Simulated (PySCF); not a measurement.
Electron correlation in P(2+) (phosphorus, charge +2)

[Ne] 3s1 3p2, high-spin 4P determinant (an excited configuration). Calculation: PySCF 2.14, in def2-QZVPPD (10s6p5d2f1g, 76 functions); the non-relativistic Hamiltonian (point nucleus). Frozen: 1s2; 11 electrons correlated.

| level | correlation energy (mhartree) |
| --- | --- |
| CCSD | -197.76 |
| (T) | -1.20 |
| CCSD(T) | -198.96 |

Diagnostics: T1 = 0.0028, D1 = 0.0093, largest double amplitude 0.051.

Is a single reference adequate?

Yes: T1 lies below 0.03 and no double amplitude reaches 0.07.

This basis was not built for core-valence correlation, so the inner-shell part is incomplete.
